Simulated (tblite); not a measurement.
Compound: C₉H₉ (doublet state).
Numbering: `[H]/[C:1]=[CH:2]\[C:3]#[C:4][C@@H:5]([C:6]#[CH:7])[CH2:8][CH3:9]` (hydrogens: H10 on C1; H11 on C2; H12 on C5; H13 on C7; H14, H15 on C8; H16, H17, H18 on C9)

The geometry is computed with GFN2-xTB (gas phase). This method treats the open shell by occupation alone, without spin polarisation.

(1) List the bond lengths, angles and torsions at this level.

## Answers

(1) 
| bond | length (Å) |
| --- | --- |
| C1=C2 | 1.301 |
| C2–C3 | 1.425 |
| C3≡C4 | 1.203 |
| C4–C5 | 1.456 |
| C5–C6 | 1.456 |
| C6≡C7 | 1.196 |
| C5–C8 | 1.541 |
| C8–C9 | 1.523 |
| C1–H10 | 1.065 |
| C2–H11 | 1.086 |
| C5–H12 | 1.099 |
| C7–H13 | 1.049 |
| C8–H14 | 1.092 |
| C8–H15 | 1.093 |
| C9–H16, C9–H17, C9–H18 | 1.088 |

Bonds in one row agree within 0.01 Å and their mean is given. A selection of angles:
| angle | degrees |
| --- | --- |
| C1–C2–C3 | 123.5 |
| C2–C3–C4 | 177.7 |
| C3–C4–C5 | 176.8 |
| C4–C5–C6 | 108.9 |
| C4–C5–C8 | 110.9 |
| C6–C5–C8 | 110.8 |
| C5–C6–C7 | 178.9 |
| C5–C8–C9 | 111.4 |

Dihedral angles: C4–C5–C8–C9 65° (synclinal).

C2 (carbon bonded to 2 C and H) is planar (angles 123.5°, 122.0° and 114.5°, sum 360.0°, 0.00 Å off the plane of its three neighbours). Of the pairs four or more bonds apart, C4···H17 is among the closest relative to their van der Waals radii: 2.68 Å, 93 % of the sum of Bondi's values. The 8 C–C bonds span 1.196 Å (C6≡C7, drawn triple) to 1.541 Å (C5–C8, drawn single), a spread of 0.345 Å.

Point group: C1 (no symmetry element, even within 0.4 Å). Its lowest GFN2-xTB frequency is 1i cm⁻¹, too small to tell a flat minimum from a shallow saddle.

One conformer stands for the species.
